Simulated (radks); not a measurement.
Values are calculated unless marked as measured or tabulated.
Q: The xenon ion Xe3+, [Kr] 4d10 5s2 5p3. Code: a radial shooting solver on a logarithmic mesh with Libxc functionals. Model: non-relativistic Kohn-Sham, LDA (Slater exchange, Perdew-Wang correlation), spin-polarised, spherical densities, point nucleus. Every spin shell is full or empty, so the densities are truly spherical. Functionals are evaluated on that one density, not self-consistently. Rank these orbital-free kinetic functionals by their error against the exact value of the orbitals, and give that value: Thomas-Fermi, von Weizsacker, TF + vW, TF + vW/9, TF + vW/5, LC94, APBEK, revAPBEK, Perdew 92, Thakkar, Pearson, LKT, PG1, DePristo-Kress, Ernzerhof.

A: Exact: 7222.82 hartree. From best to worst, with 100 (|E| - |E exact|)/|E exact| (equal figures are ties): LC94 +0.05, APBEK +0.10, DePristo-Kress -0.12, revAPBEK +0.27, Ernzerhof -0.43, Thakkar -0.62, Perdew 92 -0.68, TF + vW/9 -0.69, Pearson -0.92, TF + vW/5 +2.91, Thomas-Fermi -5.19, PG1 +14.59, LKT +18.60, TF + vW +35.31, von Weizsacker -59.49.
